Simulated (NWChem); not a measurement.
Species: BeNH₃; SMILES [BeH][NH2]

```xyz
5

Be     0.0000     0.0000     0.9560
H      0.0000     0.0000     2.2917
N      0.0000     0.0000    -0.5479
H      0.0000    -0.8246    -1.1401
H      0.0000     0.8246    -1.1401
```
Atoms are numbered in this order, from 1.

All runs use the structure optimised with PBE0/def2-SVP.

Symmetry labels are those of C2v in the frame above (b1 and b2, or b-type labels, depend on it).

List the 4 lowest vertical singlet excitations from LRC-wPBEh/6-31+G* (spherical d), TDA (NWChem).


```tsv
state	energy (eV)	oscillator strength	symmetry	leading excitation (squared amplitude)
S1	5.82	0.000	a2	HOMO → LUMO+1 (0.67)
S2	5.94	0.086	b1	HOMO → LUMO (0.93)
S3	7.23	0.067	a1	HOMO → LUMO+2 (0.90)
S4	7.51	0.000	a2	HOMO → LUMO+4 (0.63)
```
